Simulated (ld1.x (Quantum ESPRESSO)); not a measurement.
**Al (Z = 13) TM: all-electron and pseudo phase curves**

```
Element                 : aluminium
Generator               : ld1.x (Quantum ESPRESSO) 7.5
Type                    : norm-conserving Troullier–Martins (Kleinman–Bylander form)
Functional              : PBE
Relativity              : non-relativistic
Frozen core             : [Ne]
Valence charge          : 3
Reference configuration : 3s2 3p0.5 (charge +0.5)
Partial waves           : 3s (bound): rc 2.05 bohr; 3p (bound): rc 2.40 bohr
Local potential         : the p channel
Core correction         : none
```

The phase is arctan(r·u′/u) with u = r·R(r), unwrapped; energies in Ry, scanned from -3 to 5 Ry. A pole is an energy at which the radial function vanishes at the test radius. The pseudo phase is shifted by a multiple of π to meet the all-electron one at the reference energy, and phase errors are pseudo minus all-electron; the curves can meet again beyond the range given. Levels narrower than the energy grid can be missing from the lists of poles.

```tsv
channel	radius (bohr)	reference energy (Ry)	poles, all-electron	poles, pseudo	unbroken range about the reference energy with phases within 0.05 rad	phase error 1 Ry above the reference energy (rad)
s	2.60	-0.81	0.51	0.51	below 3.0	-0.000
p	2.60	-0.42	1.30	1.25	below 2.9	-0.004
```

Phases in the p channel:

```
E (Ry)  all-electron  pseudo
 -3.00         1.308   1.307
 -2.76         1.292   1.291
 -2.52         1.273   1.272
 -2.28         1.250   1.249
 -2.04         1.221   1.220
 -1.80         1.183   1.182
 -1.56         1.131   1.130
 -1.32         1.057   1.056
 -1.08         0.943   0.941
 -0.84         0.745   0.744
 -0.60         0.374   0.374
 -0.36        -0.242  -0.242
 -0.12        -0.809  -0.810
  0.12        -1.128  -1.130
  0.36        -1.301  -1.305
  0.60        -1.407  -1.411
  0.84        -1.479  -1.484
  1.08        -1.532  -1.538
  1.32        -1.575  -1.582
  1.56        -1.611  -1.620
  1.80        -1.644  -1.656
  2.04        -1.677  -1.692
  2.28        -1.709  -1.730
  2.52        -1.745  -1.773
  2.76        -1.786  -1.826
  3.00        -1.837  -1.897
  3.24        -1.903  -2.001
  3.48        -1.997  -2.174
  3.72        -2.145  -2.500
  3.96        -2.405  -3.102
  4.20        -2.879  -3.748
  4.44        -3.506  -4.116
  4.68        -3.956  -4.306
  4.92        -4.201  -4.416
```
